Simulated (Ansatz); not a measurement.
Consider the redistribution: `CC(C)[O][In]([Cl])[Cl]` + `[SiH3][N]([SiH3])[GaH2]` → `[SiH3][N]([SiH3])[In]([Cl])[Cl]` + `CC(C)[O][GaH2]`.

Computed with Ansatz on PBE0-D4/def2-TZVP structures; ΔE is electronic, products minus reactants. CBS: MP2 limit from def2 TZ/QZ plus the TZ coupled-cluster correction, frozen cores. Functionals use def2-TZVPP. B3LYP here is the variant with VWN-RPA as its local correlation; programs differ in this. def2 core potentials past Kr. For Ga, In outer-core shells are correlated without core-valence functions, which leaves a few kJ/mol of doubt a bond. Scalar relativity is left out up to krypton. One conformer a species, not always the lowest.

| level | ΔE (kcal/mol) | difference from CCSD(T)/CBS |
| --- | --- | --- |
| B3LYP-D4 | -0.2 | 0.3 |
| PBE | 0.8 | 1.3 |
| PBE0 | -0.1 | 0.4 |
| B3LYP | -0.2 | 0.3 |
| HF/def2-TZVPP | -2.2 | -1.7 |
| MP2/def2-TZVPP | -1.1 | -0.6 |
| SCS-MP2/def2-TZVPP | -1.3 | -0.8 |
| CCSD/def2-TZVPP | -1.2 | -0.7 |
| HF/def2-QZVPP | -2.3 | -1.8 |
| MP2/def2-QZVPP | -1.0 | -0.5 |
| CCSD(T)/CBS | -0.5 | 0 |

Largest T1 diagnostic among the species: 0.014.

In def2-TZVPP, CCSD(T) changes the Hartree–Fock value by +1.4 kcal/mol (the triples alone add +0.4 kcal/mol) and MP2 by +1.1 kcal/mol. From PBE to PBE0 (25 % exact exchange), in def2-TZVPP and without D4, ΔE moves by −0.9 kcal/mol.

CCSD(T)/CBS has its own doubt, a few kJ/mol and more with outer-core shells, so smaller differences from it don't rank the levels.
